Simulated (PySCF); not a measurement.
A structure optimised at PBE0-D3(BJ)/def2-SVP, used in a PySCF frequency run:

```xyz
10

C     -0.1358    -2.2169     0.0000
C     -0.0175    -0.9148     0.0000
C      0.0639     0.3955     0.0000
C     -1.0699     1.3575     0.0000
F      1.2656     1.0006     0.0000
H     -0.1847    -2.7892    -0.9346
H     -0.1847    -2.7892     0.9346
H     -2.0324     0.8313     0.0000
H     -1.0162     2.0068     0.8887
H     -1.0162     2.0068    -0.8887
```

### Question
Write its SMILES, formula and point group.

### Answer
C=C=C(C)F, C4H5F, Cs

### Question
What are its rotational constants (standard atomic weights)?

### Answer
9.4837, 3.6018, 2.7040 GHz
